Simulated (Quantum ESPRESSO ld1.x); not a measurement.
Species: Se+. Configuration: [Ar] 3d10 4s2 4p2 7d1 (not the ground configuration). All-electron calculation, scalar-relativistic Kohn-Sham, LDA (Slater exchange, Perdew-Wang correlation), spin-polarised, spherical densities, point nucleus; open shells are filled with parallel spins first. Program: ld1.x of Quantum ESPRESSO 7.5. Some entries of the table are withheld. Estimate them.

orbital,occ.,eigenvalue (hartree),<r^2> (bohr^2)
1s up,1,-459.554,0.002623
1s down,1,-459.549,0.002623
2s up,1,-59.7492,0.04541
2s down,1,-59.7459,0.04541
2p up,3,-52.7031,0.03591
2p down,3,-52.6983,0.03591
3s up,1,-8.58991,0.3811
3s down,1,-8.58297,0.3807
3p up,3,-6.38654,0.4092
3p down,3,-6.37853,0.4083
3d up,5,-2.73608,(1)
3d down,5,-2.72483,(2)
4s up,1,(3),3.235
4s down,1,(4),3.242
4p up,2,-0.91142,4.459
4p down,0,-0.84241,4.580
7d up,1,(5),518.4
7d down,0,(6),528.9

Answer. 
(1) 3d up <r^2> (bohr^2): 0.4968
(2) 3d down <r^2> (bohr^2): 0.4911
(3) 4s up eigenvalue (hartree): -1.35984
(4) 4s down eigenvalue (hartree): -1.29028
(5) 7d up eigenvalue (hartree): -0.05561
(6) 7d down eigenvalue (hartree): -0.05090
